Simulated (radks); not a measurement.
Spherical quantum dot in the effective-mass picture: electrons in a parabolic well V = omega^2 r^2 / 2 with omega = 0.584, all in effective atomic units (hartree* = m*/eps^2 hartree, bohr* = eps/m* bohr), one dielectric constant everywhere. Calculated with a radial shooting solver with Libxc functionals: non-relativistic Kohn-Sham, r2SCAN, spin-polarised, spherical densities, generalised Kohn-Sham scheme. Levels are named by radial order and angular momentum (1s, 1p, 1d, 2s, ...), and open shells are averaged over m.

N = 4, configuration 1s2 1p(up 2, down 0). This is the lowest configuration that the search found. Occupied and some empty levels:

level    occupation  eigenvalue (hartree*)  <r> (bohr*)
1s up             1                 2.3665        1.785
1s down           1                 2.4611        1.721
1p up             2                 2.7952        2.209
1p down           0                 2.9087        2.195
1d up             0                 3.2968        2.550
1d down           0                 3.4069        2.539
2s up             0                 3.4098        2.294
2s down           0                 3.4601        2.265
1f up             0                 3.8428        2.848
1f down           0                 3.9529        2.820

Energy (hartree*): total 7.22416, kinetic 1.8161, external 3.0357, Hartree 3.6172, exchange-correlation -1.2448.

Electron density:

r (bohr*)  n(r) (e/bohr*^3)
0.296               0.08425
0.615               0.08361
0.933               0.08078
1.25                0.07395
1.57                0.06259
1.89                0.04792
2.21                0.03261
2.52                0.01959
2.84                0.01031
3.16               0.004740
3.48               0.001902
3.79              0.0006666
4.11              0.0002047
